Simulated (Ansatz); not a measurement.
Ansatz (an electronic-structure program) input:

Ansatz 0.2 input:
```yaml
crystal:
  periodic: [false, false, false]
  atoms:
    - {symbol: C, position_ang: [1.83991865, -0.60528290, -0.81536559]}
    - {symbol: C, position_ang: [1.27107340, 0.71643951, -0.25829613]}
    - {symbol: C, position_ang: [-0.03214640, 0.59357997, 0.45630154]}
    - {symbol: C, position_ang: [-1.35667357, 0.54391330, -0.22009882]}
    - {symbol: C, position_ang: [-1.80965526, -0.86339363, -0.65766575]}
    - {symbol: O, position_ang: [-0.02853274, -0.07133153, 1.66842214]}
    - {symbol: H, position_ang: [1.19590257, -1.01192622, -1.59534603]}
    - {symbol: H, position_ang: [1.92274341, -1.35692030, -0.02831307]}
    - {symbol: H, position_ang: [2.83329933, -0.45119614, -1.24238260]}
    - {symbol: H, position_ang: [1.15619695, 1.43298907, -1.07496620]}
    - {symbol: H, position_ang: [2.01476005, 1.15233674, 0.42326565]}
    - {symbol: H, position_ang: [-2.11243887, 0.94987721, 0.46106851]}
    - {symbol: H, position_ang: [-1.32708666, 1.20576041, -1.08897843]}
    - {symbol: H, position_ang: [-1.81736261, -1.54235344, 0.19531066]}
    - {symbol: H, position_ang: [-2.81734924, -0.83056164, -1.07737124]}
    - {symbol: H, position_ang: [-1.14306151, -1.27925157, -1.41445964]}
    - {symbol: H, position_ang: [0.84755779, -0.00963959, 2.06554366]}
basis:
  gaussian:
    orbitals: def2-TZVPD
hamiltonian:
  xc: {name: PBE-QIDH}
magnetization: {spin_polarized: true, initial_magnetization: 1}
correlation: {electrons: outside_noble_gas}
```

Problem. What final total energy does it print?

Solution. -272.06070 Eh (PBE-QIDH/def2-TZVPD). The basis has 324 functions.

It need not be the lowest isomer of its formula.
